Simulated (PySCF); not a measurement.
Isomers of C5H13AsGe and their computed core-level spectra.

Method: delta-SCF UKS SCAN, pcX-2 on the ionised atom, pcseg-1 elsewhere, spin-free X2C in PySCF. Geometries: PBE0-D3(BJ)/def2-SVP; isolated species, one conformer each.

Line lists (1s up to Mg, 2p3/2 beyond, nothing for As or Ge; areas count atoms within a level, one atom standing for each set equivalent by bonding):
1. C 1s: 289.90 (area 1), 290.28 (area 1), 290.29 (area 2), 290.33 (area 1) eV
2. C 1s: 289.77 (area 1), 290.23 (area 1), 290.28 (area 1), 290.46 (area 1), 290.57 (area 1) eV
3. C 1s: 289.94 (area 1), 290.32 (area 2), 290.36 (area 2) eV

Structures:
A. `[AsH2][GeH2][CH]1CCCC1`
B. `CC[AsH][GeH2][CH2]C=C`
C. `C[AsH][GeH2][CH]1CCC1`

Q: Match each list to its structure.

A: 
- 1 = C: no other candidate has these counts of sites. C 1s: 289.90 sp3 carbon bound to germanium, 290.28 methyl carbon, 290.29 four-membered-ring carbon (×2), 290.33 four-membered-ring carbon.
- 2 = B: no other candidate has these counts of sites. C 1s: 289.77 terminal =CH2 carbon, 290.23 sp3 carbon bound to germanium, 290.28 chain CH2 carbon, 290.46 alkene CH carbon, 290.57 methyl carbon.
- 3 = A: no other candidate has these counts of sites. C 1s: 289.94 sp3 carbon bound to germanium, 290.32 ring CH2 carbon (×2), 290.36 ring CH2 carbon (×2).
